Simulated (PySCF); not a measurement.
Ionisation energy of I³⁶⁺ by level of theory

I³⁶⁺ [Ne] 3s2 3p5 (2P) → I³⁷⁺ [Ne] 3s2 3p4 (3P), as a difference of total energies. Calculation: PySCF 2.14, in an uncontracted even-tempered set (18 s from 5.9 bohr⁻², ratio 2.5; 12 p from 7.7 bohr⁻², ratio 2.5; 5 d from 35 bohr⁻², ratio 2.7; 4 f from 52 bohr⁻², ratio 2.7); scalar relativity by spin-free X2C-1e. Correlated levels: outer shells: 1s2 frozen; virtual orbitals above 40 to 60 times the deepest correlated orbital energy dropped. The calculations carry no spin-orbit coupling.

```csv
method,ionisation energy (eV)
UHF,2531.8
MP2 (outer shells),2532.8
SCS-MP2 (outer shells),2532.8
CCSD (outer shells),2532.8
CCSD(T) (outer shells),2532.8
```

Spin-orbit coupling is strong in these open shells (close to jj coupling). The scalar numbers leave it out and a first-order estimate fails, so it can dominate the gap to the real levels.

Breit and QED terms and the two-electron picture change are absent.

For comparison: 2510 ± 5 eV (theoretical estimate listed by NIST; NIST Atomic Spectra Database, ionization energies).
